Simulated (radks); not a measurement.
Values are calculated unless marked as measured or tabulated.
Q: All-electron atom: Mo5+ in [Kr] 4d1. Level of theory: Dirac Kohn-Sham, PBE, spin-unpolarised, spherical densities, finite nucleus; open shells are shared between the two j in proportion to 2j + 1; Fermi nuclear charge, rms radius 4.4091 fm (a radial shooting solver on a logarithmic mesh with Libxc functionals).

Spin-orbit splittings of the eigenvalues, e(l+1/2) - e(l-1/2), with zeta = 2 splitting/(2l+1) and mean radii in bohr:

shell  occ.  splitting (eV)  zeta (eV)  <r> j=l-1/2  <r> j=l+1/2
2p        6           106.5      71.03       0.1308       0.1353
3p        6           17.57      11.72       0.4230       0.4335
3d       10           3.333      1.333       0.4125       0.4160
4p        6           2.772      1.848        1.157        1.181
4d        1               ?          ?        1.440        1.449

Estimate the 4d splitting.

A: 0.3637 eV (zeta = 0.1455 eV).
